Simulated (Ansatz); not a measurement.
Total energies of `B[NH][AlH][Cl]`.

```xyz
8

B    -0.530   -1.025    0.273
N     0.604   -0.676   -0.417
Al    0.216    1.085   -0.257
Cl    1.125    2.163    1.303
H    -1.218   -0.017    0.571
H    -0.951   -2.081    0.627
H     1.304   -1.325   -0.730
H    -0.550    1.878   -1.371
```

Charge 0, multiplicity 1. All single points use the PBE0-D4/def2-TZVP geometry. It is one conformer, not always the lowest. Basis def2-TZVPP, Ansatz 0.2.0.

RPA on PBE orbitals: Hartree–Fock energy of these orbitals -783.02234 Eh, correlation -0.99101 Eh (frozen core).

```json
{"functional": "LDA (SPW92)", "energy without D4 (Eh)": "-781.51754", "D4 term (kJ/mol)": "–"}
{"functional": "revPBE", "energy without D4 (Eh)": "-784.64874", "D4 term (kJ/mol)": "-44.1"}
{"functional": "BLYP", "energy without D4 (Eh)": "-784.78054", "D4 term (kJ/mol)": "-34.1"}
{"functional": "r2SCAN", "energy without D4 (Eh)": "-784.71275", "D4 term (kJ/mol)": "-3.7"}
{"functional": "B97M-V", "energy without D4 (Eh)": "-784.64611", "D4 term (kJ/mol)": "–"}
{"functional": "B3LYP", "energy without D4 (Eh)": "-784.86436", "D4 term (kJ/mol)": "-25.5"}
{"functional": "r2SCANh", "energy without D4 (Eh)": "-784.70643", "D4 term (kJ/mol)": "-4.0"}
{"functional": "r2SCAN0", "energy without D4 (Eh)": "-784.69771", "D4 term (kJ/mol)": "-4.4"}
{"functional": "HSE06 (plane-wave form)", "energy without D4 (Eh)": "-784.42896", "D4 term (kJ/mol)": "-12.5"}
{"functional": "CAM-B3LYP", "energy without D4 (Eh)": "-784.79602", "D4 term (kJ/mol)": "-13.7"}
{"functional": "LC-ωPBE", "energy without D4 (Eh)": "-784.55336", "D4 term (kJ/mol)": "–"}
{"functional": "ωB97X-V", "energy without D4 (Eh)": "-784.68673", "D4 term (kJ/mol)": "–"}
{"functional": "ωB97M-V", "energy without D4 (Eh)": "-784.74194", "D4 term (kJ/mol)": "–"}
{"functional": "PBE-QIDH", "energy without D4 (Eh)": "-784.26778", "D4 term (kJ/mol)": "–"}
```

Problem. Give the same for PBE, PBE0, BHLYP, B2PLYP. (An estimate is asked.)

Solution. Computed: 
```tsv
functional	energy without D4 (Eh)	D4 term (kJ/mol)
PBE	-784.37324	-15.7
PBE0	-784.44766	-13.3
BHLYP	-784.77789	-20.9
B2PLYP	-784.50210	–
```

B3LYP takes the VWN-RPA correlation (the form of Gaussian; ORCA's B3LYP/G). HSE06 is the plane-wave form, built on full-range PBE exchange. The double hybrids freeze the cores in their second-order part.

LC-ωPBE has ω = 0.4 bohr⁻¹.
